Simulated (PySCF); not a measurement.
Electronic structure of He (helium, neutral) at the B3LYP level

Configuration: 1s2, closed-shell 1S. Calculation: PySCF 2.14, in dyall-av3z (10s3p2d, 29 functions); the non-relativistic Hamiltonian (point nucleus).

* Total energy: -2.9152 hartree
* One-electron energy: -3.8778 hartree
* Hartree (Coulomb) energy: 2.0345 hartree
* Exchange-correlation energy: -1.0719 hartree
* Kinetic energy: 2.86907 hartree
* ⟨S²⟩: 0.0000
* ⟨L²⟩: 0.000
* Sum of ⟨r⟩: 1.882 bohr
* Sum of ⟨r²⟩: 2.474 bohr²
* Density at the nucleus (Gaussians lack the cusp): 3.62 bohr⁻³
* Langevin diamagnetic susceptibility: -1.96 ×10⁻⁶ cm³/mol

```csv
shell,electrons,mean orbital energy (eV),"rms radius, mean of both spins (bohr)"
1s,2,-18.004,1.11
```
